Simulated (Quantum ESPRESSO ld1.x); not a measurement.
Values are calculated unless marked as measured or tabulated.
Problem. The mean radii <r> (bohr) of the occupied orbitals of an atom or ion are listed with their occupations. Level of theory: Dirac Kohn-Sham, relativistic LDA (MacDonald-Vosko exchange, VWN5 correlation), spin-unpolarised, spherical densities, point nucleus (ld1.x of Quantum ESPRESSO 7.5).

orbital  occ.      <r>
1s1/2       2  0.04290
2s1/2       2   0.1886
2p1/2       2   0.1620
2p3/2       4   0.1658
3s1/2       2   0.4914
3p1/2       2   0.4793
3p3/2       4   0.4859

Name the element and its charge. Open shells, if any, are shared by 2j + 1.

Solution. Z = 35, bromine, charge +17: Br17+ in [Ar]. The 1s radius gives Z: for a bare nucleus <r> = (2 gamma + 1)/(2Z) with gamma = sqrt(1 - (Z/c)^2), 0.04191 bohr for Z = 35, and screening makes it slightly larger (0.04290 here). The occupations add up to 18, and the charge is Z minus that.
